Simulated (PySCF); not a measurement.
**A small calculation by hand: entropy of an ideal gas**

C2H2F2, SMILES C(/F)=C\F.

Coordinates come from a TPSSh-D3(BJ)/def2-SVP optimisation.

TPSSh-D3(BJ)/def2-SVP run with PySCF gives the harmonic wavenumbers 311, 341, 556, 809, 914, 1173, 1199, 1296, 1296, 1766, 3217, 3225 cm⁻¹ and the rotational temperatures 2.7549, 0.1918, 0.1793 K. The molar mass is 64.03 g/mol, the symmetry number 2, the spin multiplicity 1.

Q: Work out the entropy at 298.15 K and 1 atm in the rigid-rotor, harmonic-oscillator model.

A: 
Translation (Sackur–Tetrode at 1 atm): S = R[1.5 ln M + 2.5 ln T − 1.16487] = 160.6 J/(mol K).
Rotation: q = (√π/σ) T^1.5/√(θA θB θC) = 14800, S = R[ln q + 3/2] = 92.3 J/(mol K).
Vibration: with u = 1.4388 ν/T, each mode gives R[u/(e^u − 1) − ln(1 − e^−u)]:
```json
[
 {"ν (cm⁻¹)": "311", "modes": "1", "u": "1.50", "S (J/(mol K))": "5.68"},
 {"ν (cm⁻¹)": "341", "modes": "1", "u": "1.65", "S (J/(mol K))": "5.05"},
 {"ν (cm⁻¹)": "556", "modes": "1", "u": "2.68", "S (J/(mol K))": "2.23"},
 {"ν (cm⁻¹)": "809", "modes": "1", "u": "3.90", "S (J/(mol K))": "0.84"},
 {"ν (cm⁻¹)": "914", "modes": "1", "u": "4.41", "S (J/(mol K))": "0.55"},
 {"ν (cm⁻¹)": "1173", "modes": "1", "u": "5.66", "S (J/(mol K))": "0.19"},
 {"ν (cm⁻¹)": "1199", "modes": "1", "u": "5.79", "S (J/(mol K))": "0.17"},
 {"ν (cm⁻¹)": "1296", "modes": "2", "u": "6.25", "S (J/(mol K))": "0.23"},
 {"ν (cm⁻¹)": "1766", "modes": "1", "u": "8.52", "S (J/(mol K))": "0.02"}
]
```
The stiffer modes add less than 0.005 each. Sum 15.0 J/(mol K).
Spin: R ln 1 = 0.0 J/(mol K).
Total 267.9 J/(mol K); the program's own thermochemistry gives 267.9. Translation makes up 60 % and vibration 6 %. Anharmonicity, hindered rotation and orbital degeneracy are left out.
